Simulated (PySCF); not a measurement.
Species: C10H12O.
SMILES: `C(C)(C(c1ccccc1)=O)C`

Jobs on this species (23 atoms, 80 electrons) with PySCF (density fitting). Hardware of each: one thread of an x86-64 server (shared host). Other jobs ran on the host; a repeat could differ by tens of per cent or more.

| level and settings | work | basis functions | SCF cycles | wall time |
| --- | --- | --- | --- | --- |
| wB97X-D/pcSseg-1, IEF-PCM chloroform | shieldings, ring-centre shieldings | 247 | ? | ? |
| PBE0/pcSseg-1, IEF-PCM benzene | shieldings, ring-centre shieldings, charges and field gradients | 247 | ? | ? |
| PBE0-D3(BJ)/def2-SVP, grid level 1 | geometry optimisation from a GFN2-xTB start | 214 | 41 | 3.8 min |
| WP04/pcSseg-1, IEF-PCM chloroform | shieldings, ring-centre shieldings | 247 | 16 | 82 s |
| PBE0/pcSseg-1, IEF-PCM chloroform | shieldings, ring-centre shieldings | 247 | 14 | 80 s |
| PBE0/pcSseg-1, IEF-PCM water | shieldings, ring-centre shieldings | 247 | 14 | 79 s |

**Question.** Fill in the missing figures.

**Answer.** 
- wB97X-D/pcSseg-1, IEF-PCM chloroform; shieldings, ring-centre shieldings: 1.7 min, 14 SCF cycles
- PBE0/pcSseg-1, IEF-PCM benzene; shieldings, ring-centre shieldings, charges and field gradients: 89 s, 14 SCF cycles

**Question.** What do all jobs in the table cost together?

**Answer.** About 11 min; the longest takes about 35 % of that, and about 2.9 times as long as the shortest.
